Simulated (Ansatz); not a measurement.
Geometry optimisation, RKS LDA/def2-SVP in Ansatz.

input.yaml

```yaml
crystal:
  periodic: [false, false, false]
  atoms:
    - { symbol: Ta, position_ang: [-0.180041, -0.221271, -0.096434] }
    - { symbol: Cl, position_ang: [2.233708, -0.606623, -0.166266] }
    - { symbol: O, position_ang: [-0.001859, -0.085362, 1.7618] }
    - { symbol: H, position_ang: [0.407167, -0.006774, 2.638526] }
    - { symbol: F, position_ang: [-0.055874, -0.35287, -1.972164] }
    - { symbol: Cl, position_ang: [-1.717836, 1.484107, -0.268035] }
    - { symbol: "N", position_ang: [-1.149149, -1.885778, -0.025156] }
    - { symbol: H, position_ang: [-1.464287, -2.351256, 0.834748] }
    - { symbol: H, position_ang: [-1.442952, -2.381625, -0.877854] }
    - { symbol: F, position_ang: [1.390585, 2.446737, -0.453157] }
    - { symbol: H, position_ang: [2.146438, 1.915716, -0.600906] }
basis:
  gaussian: { orbitals: def2-SVP }
hamiltonian:
  xc: lda
relax:
  f_tol: 0.03
  max_steps: 50
```

Launched with:

```bash
$ ansatz run input.yaml --threads 4 --pin off --max-ram 5120MiB --backend cpu --events-out ev --progress --plain --runs-dir out
```

Q: Where does it end, and by what steps?

A: The run converged. After 9 steps the energy has fallen by 0.584 eV; H11 moved furthest, 0.72 Å. Joined: Ta1–F10 (3.12 → 2.27 Å).

```
step  energy less start (eV)  largest force component (eV/Å)  accepted
   0                  0.0000                           1.011       yes
   1                 -0.1883                           0.447       yes
   2                 -0.3613                           0.566       yes
   3                 -0.4446                           2.135       yes
   4                 -0.5597                           0.667       yes
   5                 -0.5499                           0.990        no
   6                 -0.5780                           0.120       yes
   7                 -0.5792                           0.105       yes
   8                 -0.5833                           0.063       yes
   9                 -0.5845                           0.021       yes
```

```xyz
11
Properties=species:S:1:pos:R:3
Ta -0.158 0.014 -0.121
Cl 2.271 -0.500 -0.189
O 0.046 0.090 1.739
H 0.483 0.065 2.606
F -0.014 -0.187 -1.989
Cl -1.892 1.530 -0.256
N -1.016 -1.725 -0.060
H -1.291 -2.228 0.792
H -1.269 -2.244 -0.912
F 1.100 1.876 -0.421
H 1.907 1.264 -0.413
```

Whether the end is a true minimum wasn't checked by a vibrational analysis.

Run time: 19 s on 4 threads of Arm Neoverse V1, with other jobs on the host, peak memory 0.22 GiB.
